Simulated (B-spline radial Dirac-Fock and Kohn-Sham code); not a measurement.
Tm³⁺ 3s: cross section and angular parameters

System: thulium as Tm³⁺, configuration [Xe] 4f12; threshold 2315.2 eV (orbital energy of the model). Model: Dirac-Hartree-Slater photoionisation with a Latter tail; cross sections with all multipoles, angular parameters from the dipole term and its interference with E2. Program: a radial finite-basis atomic code.

Input of the calculation (task.json; shells as n, l, electrons):

```json
{"items": [{
  "Z": 69,
  "q": 3,
  "cfg": [[1, 0, 2], [2, 0, 2], [2, 1, 6], [3, 0, 2], [3, 1, 6], [3, 2, 10], [4, 0, 2], [4, 1, 6], [4, 2, 10], [4, 3, 12], [5, 0, 2], [5, 1, 6]],
  "A": 169,
  "rrms": 5.2256,
  "do": "xps",
  "hv": [60, 80, 85.5, 126.0, 141.0, 144.0, 400, 402.0, 484.0, 501.0, 516.0, 690.0, 889.0, 1480.0, 1486.9, 1670.0, 2380.0, 2520.0, 3610.0, 3890.0, 4000, 4750.0, 6000, 6520.0, 6890.0, 7010.0, 8047.8, 12100.0, 14100.0, 15000]
}]}
```

Command: `python xray2_run.py task.json out`

For linearly polarised light dσ/dΩ = σ/(4π) [1 + β P₂(cos θ) + (δ + γ cos²θ) sin θ cos φ], with θ from the polarisation vector and φ the angle between the beam and the projection of the electron momentum on the plane normal to the polarisation.

```tsv
hν (eV)	σ (kb)	β	γ
2380	34.0	1.932	1.325
2520	31.3	1.936	1.130
3610	18.7	1.951	0.452
3890	?	?	?
4000	15.9	1.954	0.320
4750	12.0	1.958	0.134
6000	8.01	1.962	-0.046
6520	6.92	1.963	-0.090
6890	6.27	1.964	-0.113
7010	6.08	1.964	-0.119
8047.8	4.72	1.965	-0.151
12100	2.14	1.968	-0.042
14100	1.57	1.968	0.072
15000	1.39	1.968	0.130
```

Question: Give the values at 3890 eV.

Answer: σ = 16.6 kb, β = 1.953, γ = 0.354. For an s subshell δ is negligible.
